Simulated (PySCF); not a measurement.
C5H8GeN2O.
Atom-mapped SMILES: `[CH3:1][c:2]1[n:3][cH:4][cH:5][n:6][c:7]1[O:8][GeH3:9]` (hydrogens: H10, H11, H12 on C1; H13 on C4; H14 on C5; H15, H16, H17 on Ge9)

Cartesian coordinates in Å at the PBE0-D3(BJ)/def2-SVP level; atoms count from 1:
```xyz
17
C5H8GeN2O angstrom
C     -0.1529    2.4133   -0.3384
C     -0.6801    1.0613    0.0085
N     -1.9462    0.9112    0.3573
C     -2.3870   -0.3140    0.6646
C     -1.5461   -1.4151    0.6228
N     -0.2637   -1.2857    0.2725
C      0.1716   -0.0773   -0.0313
O      1.4423    0.0682   -0.3829
Ge     2.4634   -1.4552   -0.4095
H      0.2638    2.4225   -1.3577
H      0.6691    2.6981    0.3373
H     -0.9617    3.1503   -0.2633
H     -3.4387   -0.4155    0.9492
H     -1.9017   -2.4198    0.8722
H      3.8088   -0.8604   -0.8500
H      2.5393   -2.0455    1.0019
H      1.9045   -2.4261   -1.4543
```

Method: PySCF, TDDFT CAM-B3LYP/def2-SVPD, vertical, gas phase, core orbitals frozen in the response. The CAM-B3LYP/def2-SVPD calculation is non-relativistic and has no spin–orbit coupling, an omission that weighs most on germanium.

Frontier orbitals with the atoms that hold most of them (Löwdin shares over 4%, at most four atoms; ? is withheld):

| orbital | ε (eV) | atoms |
| --- | --- | --- |
| LUMO+2 | 0.78 | C4 20%, C7 17%, C5 17%, C2 10% |
| LUMO+1 | 0.75 | Ge9 50%, H16 12%, H17 12%, H15 12% |
| LUMO | -0.10 | N3 24%, N6 21%, C2 16%, C5 13% |
| HOMO | ? | ? |
| HOMO-1 | -8.75 | ? |
| HOMO-2 | -10.25 | N6 40%, N3 26%, Ge9 7%, C5 5% |
| HOMO-3 | -10.40 | N6 27%, N3 21%, C5 12%, O8 10% |

Which atoms hold the HOMO-1, and with what shares?

N3 (bonded to 2 C) 37%; N6 (bonded to 2 C) 16%; C4 (bonded to C, N and H) 9%; C2 (bonded to 2 C and N) 9%. By element: nitrogen 53%, carbon 18% or more.

Which atoms hold the HOMO, and with what shares?

C4 (bonded to C, N and H) 19%; O8 (bonded to C and Ge) 17%; C5 (bonded to C, N and H) 15%; C2 (bonded to 2 C and N) 15%. By element: carbon 49% or more, oxygen 17%.

What is the HOMO energy, and the HOMO–LUMO gap?

ε(HOMO) = -8.11 eV; the gap is 8.01 eV (0.2942 hartree).

How does S1 compare with the orbital gap of 8.01 eV?

S1 is at 4.57 eV (f = 0.0042), 3.44 eV below the gap, made of HOMO-1→LUMO (98%). Its leading pair isn't HOMO and LUMO; the energies of that pair differ by 8.65 eV. 

Give energy, strength and leading configuration of S1, S2 and S5, and follow the Löwdin shares of the leading atoms from the occupied to the empty orbital.

- S1 (4.57 eV, f 0.0042), HOMO-1→LUMO (98%): N3 37% → 24%, N6 16% → 21%
- S2 (4.91 eV, f 0.145), HOMO→LUMO (94%): C4 19% → at most 13%, O8 17% → at most 13%, N3 at most 15% → 24%, N6 at most 15% → 21%
- S5 (6.09 eV, f 0.0000), HOMO-2→LUMO (91%): N6 40% → 21%, N3 26% → 24%

Hardware: an Arm Neoverse V1 with one thread, shared host with 64 logical CPUs at a one-minute load of 27. Cost: 1.8 min (with the writing of density and orbital grids), 1.5 GiB resident at most.

One conformer stands for the species.
